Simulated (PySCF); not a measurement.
An unknown gives this computed stick spectrum. Theory: PySCF 2.14.0, density-fitted response routines, TDDFT CAM-B3LYP/def2-SVPD, vertical, gas phase, core orbitals frozen in the response. Geometries: PBE0-D3(BJ)/def2-SVP, one conformer each.

| state | E (eV) | f |
| --- | --- | --- |
| S1 | 5.19 | 0.121 |
| S2 | 5.64 | 0.0003 |
| S3 | 5.76 | 0.0028 |
| S4 | 5.90 | 0.0003 |
| S5 | 6.26 | 0.061 |
| S6 | 6.72 | 0.0018 |
| S7 | 6.88 | 0.0068 |
| S8 | 7.24 | 0.0004 |
| S9 | 7.29 | 0.052 |
| S10 | 7.41 | 0.0019 |

Question: Which candidate is it?
A. `Oc1cnsc1`
B. `C=C=C[C@H](C)OC`
C. `CC(=O)C=C(C)C`

Answer: A. Its S1 lies at 5.19 eV; the nearest of the others has S1 at 5.87 eV. S1 is HOMO→LUMO (95%). Löwdin shares by element: HOMO carbon 32% or more, sulfur 28%, oxygen 18% (atoms not listed hold the other 21%); LUMO carbon 36% or more, nitrogen 25%, sulfur 20% (atoms not listed hold the other 19%). At the same level the other candidates give, for their lowest levels:
- `C=C=C[C@H](C)OC`: 5.87 eV (f 0.000); 6.16 eV (f 0.000); 7.10 eV (f 0.012); 7.25 eV (f 0.069); 7.32 eV (f 0.024); HOMO -8.76, LUMO 1.20 eV
- `CC(=O)C=C(C)C`: 3.88 eV (f 0.000); 5.65 eV (f 0.420); 7.00 eV (f 0.025); 7.05 eV (f 0.001); 7.18 eV (f 0.000); T1 3.42 eV; HOMO -8.50, LUMO -0.28 eV

Conformer computed: `[OH:1][c:2]1[cH:3][n:4][s:5][cH:6]1`: H–O1–C2–C3 179°.
Triplets come from the Tamm–Dancoff approximation.
